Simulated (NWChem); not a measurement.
Species: AsF₂, doublet; SMILES F[As]F

In the optimisation the excess spin sits in b2 (C2v, its own frame).

Question: Give the equilibrium geometry at PBE0/def2-SVP, spin-unrestricted (NWChem) as a list of bonds and angles, with the point group.

Answer: point group C2v; any orientation.
Bonded distances (Å): F1–As2 1.739, As2–F3 1.739. Bond angles (°): F1–As2–F3 97.1.
